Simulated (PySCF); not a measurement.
## H- (hydrogen, charge -1) across methods

1s2, closed-shell 1S. Calculation: PySCF 2.14, in aug-cc-pV5Z (6s5p4d3f2g, 80 functions); no relativity, point nucleus.

```json
{"method": "PBEsol", "E (hartree)": "-0.5142", "mean ε 1s (eV)": "1.657", "Σ⟨r²⟩ (bohr²)": "22.60", "⟨S²⟩": "0.000"}
{"method": "PBE", "E (hartree)": "-0.5263", "mean ε 1s (eV)": "1.647", "Σ⟨r²⟩ (bohr²)": "22.26", "⟨S²⟩": "0.000"}
{"method": "PBE0", "E (hartree)": "-0.5241", "mean ε 1s (eV)": "0.865", "Σ⟨r²⟩ (bohr²)": "20.51", "⟨S²⟩": "0.000"}
{"method": "LDA", "E (hartree)": "-0.5131", "mean ε 1s (eV)": "1.544", "Σ⟨r²⟩ (bohr²)": "23.06", "⟨S²⟩": "0.000"}
{"method": "UHF", "E (hartree)": "-0.48789", "mean ε 1s (eV)": "-1.252", "Σ⟨r²⟩ (bohr²)": "18.58", "⟨S²⟩": "0.000"}
{"method": "LC-wPBE", "E (hartree)": "-0.5298", "mean ε 1s (eV)": "-1.413", "Σ⟨r²⟩ (bohr²)": "18.11", "⟨S²⟩": "0.000"}
{"method": "HSE06", "E (hartree)": "-0.5243", "mean ε 1s (eV)": "1.252", "Σ⟨r²⟩ (bohr²)": "20.40", "⟨S²⟩": "0.000"}
{"method": "r2SCAN", "E (hartree)": "-0.5266", "mean ε 1s (eV)": "1.515", "Σ⟨r²⟩ (bohr²)": "21.14", "⟨S²⟩": "0.000"}
{"method": "PW91", "E (hartree)": "-0.5290", "mean ε 1s (eV)": "1.650", "Σ⟨r²⟩ (bohr²)": "21.88", "⟨S²⟩": "0.000"}
```

The highest occupied level is positive at PBEsol, PBE, PBE0, LDA, HSE06, r2SCAN, PW91: only the finite basis holds that electron, which in a density functional comes from self-interaction.
